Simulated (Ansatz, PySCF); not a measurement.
Caution, from a PySCF single point (B3LYP-D3(BJ)/def2-TZVPD) at this geometry: the highest occupied level lies above zero, so the state may not be bound. This singlet lies within 0.05 eV of the relaxed triplet at the level B3LYP-D3(BJ)/def2-TZVPD (PySCF).

Species: C₃H₆B, SMILES `C=C[B-]C` (near-degenerate singlet; C–C–B–C torsion 100°) (charge -1, multiplicity 1).

Give a relaxed geometry from B3LYP-D3(BJ)/def2-TZVPD run with Ansatz (a quantum-chemistry and plane-wave program).

This is not unique; one that fits is the end point of this relaxation, one of several conformers (outside a Z-matrix the atoms follow the SMILES, hydrogens last).
Bonded distances (Å): C1–C2 1.364, C1–H5 1.085, C1–H6 1.085, C2–B3 1.503, C2–H7 1.103, B3–C4 1.581, C4–H8 1.090, C4–H9 1.106, C4–H10 1.107. Angles (°): C2–C1–H5 121.6, C2–C1–H6 122.2, H5–C1–H6 116.1, C1–C2–B3 135.4, C1–C2–H7 115.3, B3–C2–H7 109.3, C2–B3–C4 118.0, B3–C4–H8 117.2, B3–C4–H9 108.8, B3–C4–H10 108.7, H8–C4–H9 107.5, H8–C4–H10 108.2, H9–C4–H10 105.8.
